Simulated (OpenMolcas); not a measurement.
Re6+ among 6 point charges of -1.7 e arranged as a tetragonal octahedron (D4h). The axial distance is 1.2 times the equatorial one, R.

| Property | Result |
| --- | --- |
| Program | OpenMolcas 26.06 |
| Method | SS-CASPT2, IPEA 0.25 Eh, imaginary shift 0.1 Eh (closed shells correlated: 5s 5p) |
| Basis | ANO-RCC-VDZP [7s6p4d2f1g] |
| Scalar Hamiltonian | DKH2, point nucleus |
| Active space | 1 electron in 5 orbitals (5d) |
| State averaging | 2S+1 = 2 even, 5 roots |
| Spin-orbit coupling | RASSI with atomic mean-field integrals over the reference wave functions |

All point charges move together. At R = 1.87 Å the first state of the same spin is 4660 cm-1, and at R = 2.07 Å it is 2520 cm-1.

Task: A third run gives 1800 cm-1. What distance was it run at?

Result: With a power law R^-n the two known points give n = -ln(2520 / 4660) / ln(2.07 / 1.87) = 6.05. Then R = 1.87 × (4660 / 1800)^(1/6.05) = 2.188 Å. The run was at 2.18 Å, so the estimate is off by +0.008 Å.

An orbital doublet at a regular site is open to a Jahn-Teller distortion, which this geometry leaves out. Free-ion shares, where given, are those of the reference states; single-state CASPT2 does not remix them. Spin-orbit coupling mixes the spin-free states strongly: the lowest level takes only 69 % from its leading state, 2E (figures for R = 2.07; the like holds for R = 2.18). This is an electrostatic model: the charges have no orbitals. No measured value stands beside these numbers.
